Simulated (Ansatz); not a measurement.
Frontier orbitals of C₂H₅FGaN (`C=[C](N)[GaH][F]`).

Z-matrix (Å, degrees):
```
C
C 1 1.344
H 1 1.088 2 122.5
H 1 1.082 2 120.9 3 179.4
N 2 1.373 1 125.2 3 -2.5
Ga 2 1.942 1 117.5 3 178.7
H 5 1.008 2 118.3 1 16.9
H 5 1.005 2 117.7 1 162.4
F 6 1.771 2 110.3 1 -172.7
H 6 1.550 2 133.7 1 5.5
```

The species carries charge 0 and has multiplicity 1. Correlated methods include outer-core shells of Ga, which these sets cover unevenly. Scalar relativity is left out up to krypton. All single points use the PBE0-D4/def2-TZVP geometry. It is one conformer, not always the lowest. Basis def2-TZVPP, the Gaussian-basis code of Ansatz.

| functional | HOMO (eV) | LUMO (eV) | gap (eV) |
| --- | --- | --- | --- |
| PBE | -5.20 | -2.17 | 3.03 |
| PBE0 | -6.31 | -1.39 | 4.92 |
| ωB97M-V | -8.49 | 0.35 | 8.84 |

A quarter of exact exchange (PBE0) shifts PBE's HOMO by −1.11 eV and its LUMO by +0.78 eV; full exchange at long range (ωB97M-V) shifts them by −3.29 and +2.52 eV. The gap opens from 3.04 to 8.84 eV, since occupied levels lose self-interaction and empty ones feel all the electrons. A positive LUMO is unbound and depends on the basis.
